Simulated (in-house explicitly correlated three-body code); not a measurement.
The numbers below are computed, except where a source is named.
Taking the two-electron ground state apart, Z = 5.1

A variational code in 260 exponentially correlated functions gives, for two electrons around a point charge Z = 5.1 (non-relativistic, fixed nucleus, atomic units): E = -22.9785037, <1/r> = 4.787658 per electron, <1/r12> = 2.877102. From its density, U = 5.928908 (Hartree energy) and T_s = 22.935929 (kinetic energy of the doubly filled orbital √(n/2)). Further, <r²> = 0.135982 per electron, <r12²> = 0.278407 and <p1·p2> = 0.565998.

Q: Check the virial theorem, and compare with the screened hydrogenic estimate.

A: V = −2Z<1/r> + <1/r12> = -48.834112 + 2.877102 = -45.957010, and 2E = -45.957007, so T = −E = 22.978504. A product of 1s orbitals with exponent Z − 5/16 = 4.7875 gives −4.7875² = -22.92016, which is 58.3 millihartree too high.

Q: Find the exchange and correlation energies of density-functional theory.

A: For two electrons in one orbital E_x = −U/2 = -2.964454. The potential part of correlation is U_c = <1/r12> − U − E_x = -0.087352, the kinetic part T_c = T − T_s = 0.042575, and E_c = T_c + U_c = -0.044777 hartree. Restricted Hartree-Fock gives -22.933730, so the correlation energy of wave-function theory is -0.044774.

Q: What do the second moments say about angular correlation and diamagnetism?

A: From r12² = r1² + r2² − 2 r1·r2, <r1·r2> = <r²> − <r12²>/2 = -0.00322 bohr². It vanishes for a product of s orbitals, and its negative sign shows that the electrons favour opposite sides of the nucleus. The Langevin susceptibility is −0.79199e-6 × 2<r²> = -0.2154e-6 cm³/mol.

Q: How does a model nuclear mass of 10.2 u change the ionisation energy, to first order in m/M (1 hartree = 27.211386 eV)?

A: m/M = 1/(10.2 × 1822.8885) = 5.37823e-05. With a fixed nucleus the second electron is bound by −Z²/2 − E = 9.973504 hartree = 271.3929 eV. The reduced mass scales this by 1 − m/M, a change of -14.596 meV. The mass-polarisation term raises the two-electron state by (m/M)<p1·p2> = 30.44 microhartree, a further -0.828 meV. The sum is 271.3774 eV, before relativistic and QED terms.
